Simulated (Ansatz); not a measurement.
`[SiH3][O][Cd][Br]` + NH₃ → `[NH2][Cd][Br]` + silanol  (ligand exchange at a Cd–O bond)

Isolated molecules relaxed with PBE0-D4/def2-TZVP in Ansatz; ΔE leaves out vibrations. CBS: MP2 limit from def2 TZ/QZ plus the TZ coupled-cluster correction, frozen cores. This one scheme is used for every species. DFT in def2-TZVPP. def2 core potentials past Kr. For Br, Cd outer-core shells are correlated without core-valence functions, which leaves a few kJ/mol of doubt a bond. Scalar relativity is left out up to krypton. Each species was taken in one conformer, which may not be the lowest.

CCSD(T)/CBS gives +35.9 kJ/mol.

Another level gave +28.5 kJ/mol. Which?
A. BHLYP-D4/def2-TZVPP
B. LDA (SPW92)/def2-TZVPP
C. BLYP/def2-TZVPP
D. RPA@PBE/def2-TZVPP

C. BLYP 28.5, RPA@PBE/def2-TZVPP 35.8, BHLYP-D4 41.3, LDA (SPW92) 19.4 kJ/mol.

What do rigid-rotor, harmonic-oscillator terms from PBE0-D4/def2-TZVP frequencies (298.15 K, 1 bar) make of the CCSD(T)/CBS value? (Best estimate.)

Computed: ΔZPE = -0.4 kJ/mol, ΔH = +33.2 kJ/mol, ΔS = 3 J/(mol·K), ΔG = +32.3 kJ/mol. Modes under 50 cm⁻¹ make the entropy rough.

Largest T1 diagnostic among the species: 0.013.

In def2-TZVPP, CCSD(T) changes the Hartree–Fock value by −13.3 kJ/mol (the triples alone add −1.6 kJ/mol) and MP2 by −17.1 kJ/mol. From PBE to PBE0 (25 % exact exchange), in def2-TZVPP and without D4, ΔE moves by +4.4 kJ/mol. At CCSD(T), def2-SVP lies +8.8 kJ/mol from the extrapolated value and def2-TZVPP −0.5 kJ/mol.
